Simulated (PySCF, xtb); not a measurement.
ZrOF, SMILES [O]=[Zr][F] (connectivity only; charge and spin as stated), neutral, multiplicity 2.

Harmonic wavenumbers (cm⁻¹) from GFN2-xTB run with xtb at its own minimum, in rising order: 123, 477, 797.

Task: What does PySCF with r2SCAN-D4/def2-TZVP give at its own minimum? (Estimate from the structure and the level; the computed values follow.)

Result: 230, 651, 967. Paired by order, the mean absolute difference is 150 cm⁻¹ and the zero-point energies are 2.0 and 2.6 kcal/mol.
